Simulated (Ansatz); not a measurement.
Consider the ligand exchange at the Si–N bond: `CN([SiH3])[SiH3]` + `C[O][Zn][OH]` → `C[O][Zn][O][SiH3]` + `CN[SiH3]`.

Computed with Ansatz on PBE0-D4/def2-TZVP structures; ΔE is electronic, products minus reactants. CCSD(T)/CBS is the MP2 limit (def2-TZVPP, def2-QZVPP) plus CCSD(T) − MP2 in def2-TZVPP, frozen cores. DFT in def2-TZVPP. For Zn outer-core shells are correlated without core-valence functions, which leaves a few kJ/mol of doubt a bond. Scalar relativity is left out up to krypton. One conformer a species, not always the lowest.

`CN([SiH3])[SiH3]`:

Cartesian coordinates in Å:
```
C 0.958 1.136 -0.239
N 0.010 0.064 0.056
Si 0.642 -1.345 0.826
Si -1.583 0.235 -0.584
H 0.451 2.106 -0.267
H 1.726 1.201 0.539
H 1.464 0.993 -1.200
H -0.484 -2.255 1.144
H 1.361 -0.950 2.070
H 1.625 -2.067 -0.032
H -2.153 1.543 -0.156
H -2.417 -0.884 -0.081
H -1.599 0.223 -2.076
```

`C[O][Zn][OH]`:

Cartesian coordinates in Å:
```
C 0.451 -1.210 -0.860
O 0.711 0.139 -0.587
Zn -0.233 1.169 0.488
O -1.160 2.335 1.437
H 1.200 -1.570 -1.574
H -0.537 -1.372 -1.312
H 0.518 -1.847 0.034
H -0.949 2.356 2.372
```

`C[O][Zn][O][SiH3]`:

Cartesian coordinates in Å:
```
C -1.163 -2.636 -0.150
O -0.280 -1.890 -0.944
Zn 0.431 -0.340 -0.515
O 1.268 1.177 -0.234
Si 1.047 2.698 0.288
H -2.100 -2.103 0.060
H -0.723 -2.934 0.811
H -1.421 -3.552 -0.691
H 2.210 3.531 -0.116
H 0.922 2.747 1.774
H -0.192 3.303 -0.284
```

`CN[SiH3]`:

```xyz
10

C     0.076   -1.390   -0.120
N     0.652   -0.068   -0.005
Si   -0.293    1.351    0.188
H     0.786   -2.155    0.208
H    -0.798   -1.466    0.532
H    -0.251   -1.644   -1.138
H     1.545    0.025   -0.461
H    -1.174    1.177    1.375
H    -1.188    1.684   -0.964
H     0.645    2.486    0.385
```

Question: Is it downhill or uphill in electronic energy at CCSD(T)/CBS, and by how much? (An estimate is asked.)

Answer: The calculation gave: Downhill: ΔE = -0.54 eV.

Question: What do these levels give: PBE-D4, B97M-V, PBE0-D4, r2SCANh-D4, BLYP, BHLYP, RPA@PBE/def2-TZVPP, HF/def2-SVP, HF/def2-TZVPP, MP2/def2-TZVPP, SCS-MP2/def2-TZVPP, CCSD/def2-TZVPP? (Estimate.)

Answer: The calculation gave: PBE-D4 -0.44, B97M-V -0.58, PBE0-D4 -0.51, r2SCANh-D4 -0.56, BLYP -0.60, BHLYP -0.70, RPA@PBE/def2-TZVPP -0.55, HF/def2-SVP -0.88, HF/def2-TZVPP -0.83, MP2/def2-TZVPP -0.53, SCS-MP2/def2-TZVPP -0.59, CCSD/def2-TZVPP -0.60 eV.

Largest T1 diagnostic among the species: 0.017.

From r2SCAN to r2SCAN0 (25 % exact exchange), in def2-TZVPP and without D4, ΔE moves by −0.04 eV. At CCSD(T), def2-SVP lies −0.15 eV from the extrapolated value and def2-TZVPP −0.01 eV.
